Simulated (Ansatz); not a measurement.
```yaml
crystal:
  periodic: [false, false, false]
  atoms:
    - {symbol: C, position_ang: [0.138977, 0.818787, -0.107133]}
    - {symbol: B, position_ang: [-0.095626, -0.920305, -0.085744]}
    - {symbol: I, position_ang: [1.435914, -1.849652, 0.904889]}
    - {symbol: I, position_ang: [-1.675224, -1.609227, -0.874740]}
    - {symbol: H, position_ang: [0.342231, 1.125643, 0.974863]}
    - {symbol: H, position_ang: [-0.618550, 1.145695, -0.536747]}
    - {symbol: H, position_ang: [0.920782, 1.271254, -0.615945]}
basis:
  gaussian: {orbitals: def2-mTZVP}
hamiltonian: {xc: {name: SVWN5}}
relax: {f_tol: 0.0001, max_steps: 1}
```

```sh
$ ansatz run in.yaml --threads 4 --pin off --events-out ev --progress --plain --max-ram 10444MiB
```

(1) How does Ansatz answer? (Best estimate.)

Answers

(1) Computed: The calculation stopped without meeting its thresholds.
```
Functional definition: SVWN5
1116 factors; their error is unknown
mean field evaluation 1: about -17904.3385 eV, gradient 7.8e1 eV
mean field evaluation 2: about -17838.6109 eV, gradient 1.5e2 eV
mean field evaluation 4: about -17917.4869 eV, gradient 2.5e1 eV
mean field evaluation 8: about -17919.2498 eV, gradient 2.3e-1 eV
mean field evaluation 16: about -17919.2141 eV, gradient 3.3e-3 eV
mean field -17919.21411814 eV, -658.5189727621 hartree, gradient 1.9e-5 eV, S^2 0.000000; 0 other end points of the search recorded, 0 dependent functions left out
reference -17919.21415246 eV, -658.5189740232 hartree; 32, 32 occupied and 87, 87 virtual orbitals, 1116 factors
relax step   1: F+E_penalty+E_count = -17919.21411814 eV  Δ(F+E_penalty+E_count) = +0.000e0 eV  max|allowed force component| = 7.690e0 eV/Å  Δτ_max = 0.0000 Å  (30 SCF iters, accepted)
Error: geometry relaxation did not converge after 1 steps: max|allowed force component| = 7.69e0 eV/Å (threshold 1.0e-4). Raise `relax.max_steps` over both its present limit and 1, loosen `relax.f_tol`, or start from a geometry closer to equilibrium. Where this run's directory can be resumed (`checkpoint.write`), a resume goes on for up to `relax.max_steps` more
```
